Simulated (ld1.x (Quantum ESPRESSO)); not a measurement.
# What the settings do to the PAW potential of Ti

Base potential:

| Item | Value |
| --- | --- |
| Element | Ti |
| Generator | ld1.x (Quantum ESPRESSO) 7.5 |
| Type | PAW |
| Functional | PBE |
| Relativity | scalar-relativistic |
| Frozen core | [Ar] |
| Valence charge | 4 |
| Reference configuration | 3d2.5 4s1.5 4p0 |
| Partial waves | 4s (bound): rcut 2.25, rcutus 3.05 bohr; 4s channel at 1.9 Ry: rcut 2.25, rcutus 3.05 bohr; 4p (bound, empty): rcut 2.75, rcutus 3.65 bohr; 4p channel at 2.2 Ry: rcut 2.75, rcutus 3.65 bohr; 3d (bound): rcut 1.65, rcutus 1.85 bohr; 3d channel at 1.55 Ry: rcut 1.65, rcutus 1.85 bohr |
| Local potential | all-electron potential smoothed inside 3.60 bohr (lloc = -1) |
| Core correction | Bessel-smoothed model core inside 1.30 bohr |
| Augmentation charge | PSQ, inside the norm-conserving radii |

All-electron outer shells of the reference configuration (PBE, scalar-relativistic, ld1.x):

```
shell  level (eV)  outermost node (bohr)  outermost maximum (bohr)
   3s      -60.74                   0.40                      0.87
   3p      -37.05                   0.37                      0.90
   4s       -4.04                   1.25                      2.99
   3d       -2.89                      –                      1.00
   4p       -1.26                   1.40                      3.99
```

Cutoffs, loose and tight: the cutoffs (Ry, on a coarse ladder) from which the occupation-weighted sum of valence levels, in a spherical-Bessel basis at the reference potential, stays within 10 and 1 mRy of its value at 400 Ry. They do not see the model core or the augmentation charge, which bear on the density cutoff. Test errors are all-electron minus pseudo excitation energies from the reference, over the configurations 3d2 4s2 4p0; 3d2 4s1 4p0; 3d2 4s0 4p0; 3d1 4s0 4p0; 3d1 4s2 4p0; 3d1 4s2 4p1; 3d2 4s1.5 4p0. A dash means not determined; rows that change the core or the reference have their own tests. The largest error is taken over the tests solved by every variant that gives reliable tests at all: 3d1 4s0 4p0; 3d1 4s2 4p0; 3d2 4s0 4p0; 3d2 4s1 4p0; 3d2 4s1.5 4p0; 3d2 4s2 4p0.

A true bound ghost makes a file unfit for plane-wave use even where its test errors are small: the radial tests pick states by their node count and pass the ghost by. Where a test does run into it, the solver fails or the error is huge.

| change | outcome | cutoff, loose | cutoff, tight | bound ghosts | largest test error (meV) |
| --- | --- | --- | --- | --- | --- |
| base | generated | 30 Ry | 40 Ry | none | -1039 |
| waves 4p (bound): rcut 2.16, rcutus 2.30 bohr; 4p channel at 2.2 Ry: rcut 2.16, rcutus 2.30 bohr | generated | 30 Ry | 40 Ry | p | -1039 |
| waves 4p (bound): rcut 2.74, rcutus 2.90 bohr; 4p channel at 2.2 Ry: rcut 2.74, rcutus 2.90 bohr | generated | 30 Ry | 40 Ry | none | -1039 |
| waves 4p (bound): rcut 2.75, rcutus 3.34 bohr; 4p channel at 2.2 Ry: rcut 2.75, rcutus 3.34 bohr | generated | 30 Ry | 40 Ry | none | -1039 |
| waves 4p (bound): rcut 2.75, rcutus 3.96 bohr; 4p channel at 2.2 Ry: rcut 2.75, rcutus 3.96 bohr | generated | 30 Ry | 35 Ry | none | -1039 |
| waves 4p (bound): rcut 2.75, rcutus 4.32 bohr; 4p channel at 2.2 Ry: rcut 2.75, rcutus 4.32 bohr | generated | 30 Ry | 35 Ry | none | -1039 |
| waves 4p (bound): rcut 2.75, rcutus 4.98 bohr; 4p channel at 2.2 Ry: rcut 2.75, rcutus 4.98 bohr | generated | 30 Ry | 35 Ry | none | -1039 |
| waves 4p (bound): rcut 2.75, rcutus 5.50 bohr; 4p channel at 2.2 Ry: rcut 2.75, rcutus 5.50 bohr | generated | 30 Ry | 35 Ry | none | -1039 |

Reading the sweep of the p radius (base included, trends over the rows without a ghost): The loose cutoff stays near 30 Ry. The median size of the test errors (rows with all tests solved) stays near 66.5 meV. Bound ghosts are found at 2.3 bohr.
